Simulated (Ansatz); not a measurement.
Program: Ansatz. Geometries: PBE0-D4/def2-TZVP. ΔE: electronic, gas phase. CCSD(T)/CBS adds triple-zeta CCSD(T) − MP2 to the extrapolated MP2 energy (def2 sets, frozen cores). This one scheme is used for every species. DFT in def2-TZVPP. For Ge outer-core shells are correlated without core-valence functions, which leaves a few kJ/mol of doubt a bond. Scalar relativity is left out up to krypton. One conformer a species, not always the lowest.

`C[SiH2]OB(O)O` + `[OH][GeH3]` → `OB(O)[O][GeH3]` + `C[SiH2]O`  (ligand exchange at a B–O bond)

`C[SiH2]OB(O)O`:

```xyz
13

C    -0.367    1.948    0.278
Si    1.052    0.823   -0.136
O     0.520   -0.627   -0.740
B    -0.263   -1.592   -0.186
O    -0.780   -1.411    1.066
O    -0.546   -2.745   -0.866
H    -0.984    2.143   -0.602
H    -0.995    1.498    1.050
H     0.005    2.906    0.651
H     1.899    1.408   -1.206
H     1.894    0.574    1.065
H    -1.306   -2.161    1.353
H    -0.127   -2.764   -1.728
```

`[OH][GeH3]`:

```xyz
6

O     0.397    0.478   -1.223
Ge   -0.008   -0.283    0.337
H    -0.074    1.302   -1.366
H     0.835   -1.560    0.365
H    -1.515   -0.600    0.392
H     0.364    0.664    1.495
```

`OB(O)[O][GeH3]`:

```xyz
10

O     0.015    1.591    0.341
B    -0.365    0.730   -0.655
O    -0.931    1.239   -1.793
O    -0.176   -0.606   -0.502
Ge    0.558   -1.343    0.958
H    -0.166    2.508    0.123
H    -1.156    0.546   -2.418
H     1.986   -0.806    1.121
H    -0.317   -1.013    2.174
H     0.552   -2.845    0.652
```

`C[SiH2]O`:

Cartesian coordinates in Å:
```
C 0.746 -0.875 -0.234
Si -0.705 0.281 -0.059
O -0.492 1.391 1.145
H 0.544 -1.620 -1.010
H 0.940 -1.402 0.702
H 1.654 -0.337 -0.519
H -1.927 -0.469 0.323
H -0.936 0.967 -1.364
H 0.176 2.065 1.016
```

```tsv
level	ΔE (kJ/mol)
r2SCAN-D4	-2.1
PBE0	-2.8
SCS-MP2/def2-TZVPP	-3.9
HF/def2-QZVPP	-2.2
```

Problem. What does CCSD(T)/CBS give? (An estimate is asked.)

Solution. Computed: -2.7 kJ/mol. The listed levels differ from it by 0.6, -0.1, -1.2, 0.5 kJ/mol.

Largest T1 diagnostic among the species: 0.012.
